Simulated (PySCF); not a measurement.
CrH₂O₂, SMILES [OH][Cr][OH] (connectivity only; charge and spin as stated), neutral, multiplicity 5. Atoms are numbered in the order given.

```xyz
5

Cr     0.0000     0.0000    -0.0130
O      0.0000    -1.8089     0.0990
H      0.0000    -2.4436    -0.6360
O      0.0000     1.8089     0.0990
H      0.0000     2.4436    -0.6360
```
Charge 0, spin multiplicity 5.

Geometry optimised at PBE-D3(BJ)/def2-TZVP. A frequency run showed that this geometry is not a minimum. The multiplicity is an assumed one; other spin states were not compared. One conformer was computed; it need not be the lowest.

These are PBE/def2-TZVPD (PySCF) values and carry that method's errors.

The molecule is in vacuum.

| Property | Value |
|---|---|
| total energy | -1195.86601 hartree |
| point group | C2v |
| α spin, highest occupied and lowest empty level | -4.77 and -4.01 eV |
| β spin, highest occupied and lowest empty level | -7.39 and -2.81 eV |
| dipole moment | 2.04 D |
| quadrupole, principal values (traceless, Buckingham form, about the centre of nuclear charge) | -0.78, -0.71, 1.49 D·Å |
| mean static polarisability | 50.9 bohr³ (7.54 Å³) |
| polarisability, principal values | 41.0, 44.1, 67.7 bohr³ |
| ⟨S²⟩ | 6.050 (pure state 6.00) |
